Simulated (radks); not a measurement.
The nitrogen anion N3-, [Ne], held by a Watson sphere: a shell of charge +3 at radius R that stands for the Madelung well of a crystal (potential energy -3/R inside, -3/r outside, in hartree with lengths in bohr). All-electron calculation, non-relativistic Kohn-Sham, LDA (Slater exchange, Perdew-Wang correlation), spin-unpolarised, spherical densities, point nucleus. Program: a radial shooting solver on a logarithmic mesh with Libxc functionals. Response by self-consistent Sternheimer equations with the Hartree and adiabatic LDA kernel. The sphere does not respond.

| R (bohr) | e(1s) (eV) | e(2s) (eV) | e(2p) (eV) | <r> 2p (bohr) | sum of <r^2> (bohr^2) | X-ray form factor at sin(theta)/lambda = 0.3 1/angstrom | alpha (bohr^3) |
|---|---|---|---|---|---|---|---|
| 1.61 | -373.33 | -20.503 | -9.098 | 1.585 | 24.03 | 3.535 | 13.03 |
| 1.78 | -373.77 | -19.514 | -8.420 | 1.658 | 26.20 | 3.402 | 15.95 |
| 2.08 | -374.40 | -17.973 | -7.341 | 1.784 | 30.15 | 3.249 | 22.62 |
| 2.68 | -375.01 | -15.699 | -5.620 | 2.028 | 38.65 | 3.142 | 44.40 |
| 3 | -375.11 | -14.863 | -4.920 | 2.155 | 43.62 | 3.137 | 62.62 |
| 3.26 | -375.13 | -14.334 | -4.446 | 2.259 | 47.93 | 3.142 | 81.93 |
| 3.46 | -375.13 | -14.003 | -4.131 | 2.338 | 51.42 | 3.147 | 100.0 |
| 3.54 | -375.13 | -13.887 | -4.016 | 2.369 | 52.87 | 3.149 | 108.1 |
